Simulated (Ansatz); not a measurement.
C₅H₄N (SMILES [c-]1ccccn1), charge -1, singlet, geometry from GFN2-xTB (a gas-phase anion, which may not be bound at this level). Base run: HF/3-21G (Ansatz, an electronic-structure program).

Ansatz was given this input:
Ansatz 0.2 input:
```yaml
crystal:
  periodic: [false, false, false]
  atoms:
    - {symbol: N, position_ang: [-0.01009119, 0.04340499, 1.42304124]}
    - {symbol: C, position_ang: [0.01052094, 0.03727816, -1.34847513]}
    - {symbol: C, position_ang: [0.00951876, 1.27111639, 0.80655258]}
    - {symbol: C, position_ang: [-0.01866129, -1.07909310, 0.73279808]}
    - {symbol: C, position_ang: [-0.00939255, -1.16524898, -0.65007356]}
    - {symbol: C, position_ang: [0.01944991, 1.20982281, -0.62434536]}
    - {symbol: H, position_ang: [0.01863103, 0.03103198, -2.44524323]}
    - {symbol: H, position_ang: [-0.03443770, -2.00843931, 1.32435294]}
    - {symbol: H, position_ang: [-0.01732835, -2.12753783, -1.16290677]}
    - {symbol: H, position_ang: [0.03515870, 2.15785862, -1.17623123]}
basis:
  gaussian:
    orbitals: 3-21G.json
hamiltonian:
  xc: hf
total_charge: -1
```
The basis file holds 3-21G in the JSON format of the Basis Set Exchange.

The bond that is stretched is that between atoms 7 and 2. A test that says stable can miss a lower solution.

Variants of this job, named by their change:

```
change                                                           ΔE vs base (mEh)  <S^2>            stability test says
---------------------------------------------------------------  ----------------  -----  -----------------------------
base                                                                        0.000  0.000  minimum (restricted orbitals)
spin_polarized = on; lower_state_search = off                               0.000  0.000       undecided (no full test)
spin_polarized = on; lower_state_search = standard                         -0.030  0.051                        minimum
bond × 1.25                                                                33.417  0.000  minimum (restricted orbitals)
spin_polarized = on; lower_state_search = off; bond × 1.25                 33.417  0.000       undecided (no full test)
spin_polarized = on; lower_state_search = standard; bond × 1.25            33.340  0.083                        minimum
bond × 1.5                                                                 83.864  0.000  minimum (restricted orbitals)
spin_polarized = on; lower_state_search = off; bond × 1.5                  83.864  0.000       undecided (no full test)
spin_polarized = on; lower_state_search = standard; bond × 1.5             82.854  0.322                        minimum
bond × 1.8                                                                  140.1  0.000  minimum (restricted orbitals)
spin_polarized = on; lower_state_search = off; bond × 1.8                   140.1  0.000       undecided (no full test)
spin_polarized = on; lower_state_search = standard; bond × 1.8              117.8  0.980                        minimum
bond × 2.2                                                                  198.0  0.000  minimum (restricted orbitals)
spin_polarized = on; lower_state_search = off; bond × 2.2                   198.0  0.000       undecided (no full test)
spin_polarized = on; lower_state_search = standard; bond × 2.2              132.4  1.280                        minimum
bond × 3.0                                                                  266.1  0.000  minimum (restricted orbitals)
spin_polarized = on; lower_state_search = off; bond × 3.0                   266.1  0.000       undecided (no full test)
spin_polarized = on; lower_state_search = standard; bond × 3.0              137.4  1.394                        minimum
```

A gas-phase anion may not be bound at this level; its values then depend on the basis.

Where a bond breaks into two radicals, a solution with restricted orbitals usually stops being the lowest and lies too high; an unrestricted one lies lower at the price of spin contamination, which <S^2> shows.
